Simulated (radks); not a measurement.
Initial-state core-level shifts of the silver ion Ag2+ when its valence configuration changes from [Kr] 4d9. Method: non-relativistic Kohn-Sham, PBE, spin-polarised, spherical densities, point nucleus; open shells are filled with parallel spins first (spin-orbit coupling, left out, can overturn this in heavy ions); relativity is left out, which matters for an element this heavy; computed with a radial shooting solver on a logarithmic mesh with Libxc functionals. Shifts are changes of the shell-averaged eigenvalues in eV (positive: less bound); the change of the density at the nucleus, which sets a Mossbauer isomer shift, is in e/bohr^3, on a base of 7.283e+04.

valence               1s       2p       3p       3d  density at nucleus
4d8.5 5s0.5       -2.871   -3.012   -2.944   -2.961              +8.054
4d8 5p1           -7.027   -7.298   -7.170   -7.206              +2.369
4d7.5 5s0.5 5p1  -10.028  -10.470  -10.243  -10.302             +11.605
4d8.5 5p0.5       -3.489   -3.616   -3.560   -3.576              +1.110
4d8 5s1           -5.824   -6.119   -5.968   -6.006             +17.062
4d7 5s2          -12.110  -12.736  -12.371  -12.456             +36.738
4d6.5 5s1.5 5p1  -16.382  -17.192  -16.714  -16.827             +32.333
4d7 5p2          -14.231  -14.839  -14.519  -14.602              +5.301
